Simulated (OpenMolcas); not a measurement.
## Levels of Ar³⁺ by method

```yaml
Program: OpenMolcas
Basis: ANO-RCC-VDZP [4s3p1d]
Scalar_Hamiltonian: DKH2, point nucleus
Active_space: 5 electrons in 4 orbitals (3s 3p)
State_averaging: 2S+1 = 4 odd, 1 root; 2S+1 = 2 odd, 8 roots; 2S+1 = 4 even, 3 roots; 2S+1 = 2 even, 9 roots
Spin-orbit_coupling: state interaction with AMFI integrals over the reference wave functions, term energies averaged over their components
```

Methods on the same reference wave functions:
A. CASSCF
B. SS-CASPT2, IPEA 0.25 Eh, imaginary shift 0.1 Eh (closed shells correlated: 2s 2p)

Energies in cm-1 above 3s2 3p3 4S* 3/2, the measured ground level; measured values from Saloman, J. Phys. Chem. Ref. Data 39, 033101 (2010).

```json
{"Level": "3s2 3p3 4S* 3/2", "A": "0.0", "B": "0.0", "Measured": "0.0"}
{"Level": "3s2 3p3 2D* 3/2", "A": "25855", "B": "24000", "Measured": "21091"}
{"Level": "3s2 3p3 2D* 5/2", "A": "26014", "B": "24130", "Measured": "21220"}
{"Level": "3s2 3p3 2P* 1/2", "A": "36166", "B": "37060", "Measured": "34855"}
{"Level": "3s2 3p3 2P* 3/2", "A": "36323", "B": "37190", "Measured": "35032"}
{"Level": "3s 3p4 4P 5/2", "A": "125894", "B": "122040", "Measured": "117563"}
{"Level": "3s 3p4 4P 3/2", "A": "126874", "B": "123020", "Measured": "118516"}
{"Level": "3s 3p4 4P 1/2", "A": "127436", "B": "123590", "Measured": "119043"}
{"Level": "3s 3p4 2D 3/2", "A": "176556", "B": "161030", "Measured": "145921"}
{"Level": "3s 3p4 2D 5/2", "A": "176579", "B": "161060", "Measured": "145999"}
{"Level": "3s 3p4 2S 1/2", "A": "202253", "B": "193560", "Measured": "177832"}
{"Level": "3s 3p4 2P 3/2", "A": "224236", "B": "209310", "Measured": "222956"}
{"Level": "3s 3p4 2P 1/2", "A": "225412", "B": "210500", "Measured": "224019"}
```

Deviations, from unrounded energies. A percentage is the sum of absolute deviations over the sum of measured energies, with the sign that they share, or ± where signs differ.

```tsv
Against measurement	Levels	A	B
mean absolute deviation (cm-1)	12	10000	8100
other terms of the ground configuration (%)	4	+10.8	+9.1
other configurations (%)	8	+8.9	±6.8
```

B lies closest to measurement on these levels. The largest miss of B in the table is 3s 3p4 2S 1/2, by +16000 cm-1. The ranking rests on the paired levels alone, and a cruder setting can come out closer through cancelling errors.

From A to B the spin-free energies of the other terms of 3s2 3p3 shown, above 4S*, scale by factors of 0.93 to 1.02.

The lowest spin-free term lies below A's lowest term by 0.091 hartree in B.

CASPT2 breaks the degeneracy within a term, and the mean is taken; among the terms shown or strongly mixed into the levels shown the widest spread is 1100 cm-1 (3s 3p4 2D, B). Over all roots computed the reference weight is 0.90 to 0.97 in B; the roots of lowest weight are the least certain, and an intruder state may touch them. Terms of s pⁿ other than that of highest spin mix with s² pⁿ⁻² d, which this space lacks; all of them can be thousands of cm-1 off, and some have no real level of that name. The basis is small and was not contracted for so high a charge. Computed and measured levels are paired by configuration, term and J; levels that our copy of the source lacks, or whose pairing is in doubt (as where it misses far off the trend of its configuration), stay unpaired and out of the deviations. Levels of configurations outside the active space are missing.

* marks odd parity.
